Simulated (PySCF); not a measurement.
SMILES CC(C)(C)[S], doublet at its CAM-B3LYP/def2-SVP optimised geometry (Å):

```
14

C     -0.6749     1.3411     0.0000
C     -0.1431    -0.0989     0.0000
C      1.3870    -0.0989     0.0000
C     -0.6857    -0.8640    -1.2089
S     -0.7655    -0.8556     1.5478
H     -0.3384     1.8502    -0.9177
H     -1.7743     1.3649     0.0187
H     -0.2984     1.9097     0.8628
H      1.7847    -1.1237     0.0446
H      1.7672     0.3709    -0.9221
H      1.7810     0.4555     0.8631
H     -0.3330    -0.3982    -2.1439
H     -1.7847    -0.8666    -1.2125
H     -0.3440    -1.9097    -1.2035
```

Computed with unrestricted CAM-B3LYP/def2-TZVP (PySCF 2.14.0). Cells within 0.4 Å of a nucleus heavier than hydrogen are left out (blank, or x).

Map of the log10 of the electron density (e/bohr³), floored at −4 on the plane z = 0.0 Å:

```
|0000000000000000000000000000000|
|0000000000000000000000000000000|
|0000000000112221110000000000000|
|0000000112223333221000000000000|
|0000011223344444332100000000000|
|0000122344455555443210000000000|
|0000233455667776543211000000000|
|0001234567778887654322111000000|
|0002345778889998764333222100000|
|001235679999xx98765444433210000|
|00123568999xxx98765555544321000|
|001235678999xx98766666665432100|
|0002345678889998877777766532100|
|0001234566789999888888876543100|
|00012344566789xx9999x9987543100|
|00011234456789xx999xxx987543200|
|00011234456789xx999xxx987543200|
|0001223455678999989999987543200|
|0001233455677888878899987543100|
|0001233455667777767789987543100|
|0001223445566666656788986542100|
|0000123344555655555667765432100|
|0000122334455554444556654431000|
|0000012233444444333344443321000|
|0000001223333433322233332110000|
|0000000112223332221112211000000|
|0000000001122222110000000000000|
|0000000000011111000000000000000|
|0000000000000000000000000000000|
|0000000000000000000000000000000|
|0000000000000000000000000000000|
```
Scale: ten equal steps from -4.00 (start of '0') to -0.486 (end of '9'), in the order '0123456789'; x runs from -4.00 to 4.00, y from -4.00 (bottom) to 4.00 (top).
